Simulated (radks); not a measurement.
The numbers below are computed, except where a source is named.
Coulomb parameter of the 3d shell of the nickel ion Ni+ in the model configuration [Ar] 3d7 4p2, as a second difference U = [E(n + 0.5) + E(n - 0.5) - 2 E(n)] / (0.5)^2 with all orbitals relaxed. "Bare": the charge of the atom changes with n. "Screened": the 4p shell takes up the change at fixed total charge, which measures U(3d,3d) + U(4p,4p) - 2 U(3d,4p). Level of theory: Dirac Kohn-Sham, LDA (Slater exchange, Perdew-Wang correlation), spin-unpolarised, spherical densities, point nucleus; open shells are shared between the two j in proportion to 2j + 1 (a radial shooting solver on a logarithmic mesh with Libxc functionals).

| case | configuration | E - E(n) (eV) |
|---|---|---|
| start | [Ar] 3d7 4p2 | 0.000 |
| bare +0.5 | [Ar] 3d7.5 4p2 | -11.652 |
| bare -0.5 | [Ar] 3d6.5 4p2 | 15.782 |
| screened +0.5 | [Ar] 3d7.5 4p1.5 | -7.686 |
| screened -0.5 | [Ar] 3d6.5 4p2.5 | 9.227 |

U(bare) = 16.523 eV, U(screened by 4p) = 6.162 eV.
